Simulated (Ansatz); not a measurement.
`B/C=C/CF` + H₂ → `B/C=C/C` + H–F  (hydrogenolysis of a C–F bond)

Calculated with Ansatz (gas phase, PBE0-D4/def2-TZVP geometries, no zero-point term in ΔE). CBS: MP2 limit from def2 TZ/QZ plus the TZ coupled-cluster correction, frozen cores. This one scheme is used for every species. Double bonds are as drawn, so ΔE can hold a change between cis and trans. Functionals use def2-TZVPP. B3LYP here is the variant with VWN-RPA as its local correlation; programs differ in this. One conformer a species, not always the lowest.

Task: Is it downhill or uphill in electronic energy at CCSD(T)/CBS, and by how much? (Estimate.)

Result: Computed: Downhill: ΔE = -113.3 kJ/mol.

Task: What do these levels give: r2SCAN-D4, PBE0-D4, B3LYP-D4, ωB97X-V, r2SCAN, HF/def2-TZVPP, CCSD/def2-TZVPP, CCSD(T)/def2-TZVPP, HF/def2-QZVPP, MP2/def2-QZVPP, SCS-MP2/def2-QZVPP, CCSD/CBS(def2)? (Best estimate.)

Result: The calculation gave: r2SCAN-D4 -99.5, PBE0-D4 -107.6, B3LYP-D4 -101.2, ωB97X-V -99.5, r2SCAN -99.8, HF/def2-TZVPP -107.3, CCSD/def2-TZVPP -111.9, CCSD(T)/def2-TZVPP -110.0, HF/def2-QZVPP -107.7, MP2/def2-QZVPP -118.5, SCS-MP2/def2-QZVPP -113.3, CCSD/CBS(def2) -115.1 kJ/mol.

Largest T1 diagnostic among the species: 0.011.

From PBE to PBE0 (25 % exact exchange), in def2-TZVPP and without D4, ΔE moves by −6.4 kJ/mol.
